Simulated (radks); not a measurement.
Task: The niobium ion Nb7+, 34 electrons, occupied as [Ar] 3d10 4s2 4p4. Method: Dirac Kohn-Sham, PBE, spin-unpolarised, spherical densities, point nucleus; open shells are shared between the two j in proportion to 2j + 1; computed with a radial shooting solver on a logarithmic mesh with Libxc functionals. Some entries of the table are withheld. Estimate them.

orbital     occ.  eigenvalue (Ry)  <r> (bohr)  r(max) (bohr)
1s1/2          2        -1389.937     0.03609        0.02349
2s1/2          2        -201.3593      0.1577         0.1333
2p1/2          2        -185.4655      0.1346         0.1039
2p3/2          4        -178.4235      0.1391         0.1076
3s1/2          2        -40.18744      0.4421         0.3953
3p1/2          2        -34.20165         (1)            (2)
3p3/2          4        -33.05507         (3)            (4)
3d3/2          4        -22.49548      0.4283         0.3321
3d5/2          6        -22.28096      0.4318         0.3348
4s1/2          2        -11.49948       1.088          1.003
4p1/2    1.33333         -9.69580         (5)          1.056
4p3/2    2.66667         -9.49926         (6)          1.076
4d3/2          0              (7)         (8)          1.222
4d5/2          0              (9)        (10)          1.228
5s1/2          0         -5.08767       2.193          2.143

Result: 
(1) 3p1/2 <r> (bohr): 0.4374
(2) 3p1/2 r(max) (bohr): 0.3828
(3) 3p3/2 <r> (bohr): 0.4478
(4) 3p3/2 r(max) (bohr): 0.3919
(5) 4p1/2 <r> (bohr): 1.158
(6) 4p3/2 <r> (bohr): 1.178
(7) 4d3/2 eigenvalue (Ry): -6.65947
(8) 4d3/2 <r> (bohr): 1.370
(9) 4d5/2 eigenvalue (Ry): -6.63039
(10) 4d5/2 <r> (bohr): 1.376
